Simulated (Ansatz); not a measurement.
One change: `[SiH3]OB1N[SiH2]1` becomes `ClB1N[SiH2]1`.

Ansatz, PBE0-D4/def2-TZVP geometries, multiplicity 1. Each molecule was computed in one conformer, which needn't be the lowest.

```json
{"property": "HOMO–LUMO gap (ωB97M-V/def2-TZVPP) / eV", "`[SiH3]OB1N[SiH2]1`": "10.39"}
{"property": "HOMO energy (B3LYP/def2-TZVPP) / eV", "`[SiH3]OB1N[SiH2]1`": "-6.75"}
{"property": "size of the dipole moment (PBE/def2-TZVPP) / D", "`[SiH3]OB1N[SiH2]1`": "0.56"}
{"property": "HOMO–LUMO gap (PBE/def2-TZVPP) / eV", "`[SiH3]OB1N[SiH2]1`": "4.69"}
{"property": "HOMO energy (PBE0/def2-TZVPP) / eV", "`[SiH3]OB1N[SiH2]1`": "-6.94"}
{"property": "LUMO energy (ωB97M-V/def2-TZVPP) / eV", "`[SiH3]OB1N[SiH2]1`": "1.35"}
```

What does the change do to each property? (Best estimate.)

The calculation gave: 
```tsv
property	`ClB1N[SiH2]1`	shift
HOMO–LUMO gap (ωB97M-V/def2-TZVPP) / eV	10.54	0.15
HOMO energy (B3LYP/def2-TZVPP) / eV	-7.06	-0.31
size of the dipole moment (PBE/def2-TZVPP) / D	1.70	1.14
HOMO–LUMO gap (PBE/def2-TZVPP) / eV	4.80	0.11
HOMO energy (PBE0/def2-TZVPP) / eV	-7.26	-0.32
LUMO energy (ωB97M-V/def2-TZVPP) / eV	1.21	-0.14
```

With PBE0 the HOMO falls by 0.32 eV and the LUMO falls by 0.21 eV, so the gap widens by about 0.11 eV. PBE moves the HOMO by -0.31 eV and ωB97M-V by -0.29 eV. Dipoles are sizes alone; their direction can turn.

B3LYP here is the variant with VWN-RPA as its local correlation; programs differ in this.
